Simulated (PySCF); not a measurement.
HN (SMILES [NH]), triplet, at a GFN2-xTB geometry. Base run: TPSS/6-31G* in PySCF.

The PySCF input:
```python
from pyscf import gto, scf, dft

mol = gto.M(
    atom='''
N    -0.00000000   -0.00000000   -0.12795737
H     0.00000000    0.00000000    0.89570158
''',
    basis='6-31g*',
    spin=2,
    verbose=5,
)

mf = dft.UKS(mol)
mf.xc = 'tpss'
mf.kernel()
```

The base run was repeated with changes; each row names its change, and settings that it needs were set with it.

| change | ΔE vs base (mEh) | fitting functions | dipole (D) |
|---|---|---|---|
| base | 0.000 | - | 1.62 |
| auxbasis = def2-svp-ri | -3.631 | 62 | 1.63 |
| auxbasis = even-tempered beta=3.0 | -0.212 | 89 | 1.62 |
| auxbasis = cc-pvdz-jkfit | -0.018 | 93 | 1.62 |
| auxbasis = cc-pvtz-ri | -0.045 | 111 | 1.62 |
| auxbasis = even-tempered beta=2.0 | -0.079 | 137 | 1.63 |
| auxbasis = autoaux | -0.172 | 120 | 1.63 |
| auxbasis = cc-pvqz-jkfit | -0.009 | 157 | 1.62 |
| auxbasis = def2-tzvp-ri | -0.055 | 91 | 1.62 |
| auxbasis = default (with mf = mf.density_fit()) | -0.018 | 93 | 1.62 |

A fitting set is made for a task (jfit for Coulomb, jkfit for Coulomb and exchange, ri for correlation) and for a family of orbital bases.

Open shells are given as the SCF converged; they aren't shown to be the lowest states, and a large step between rows can be another state.
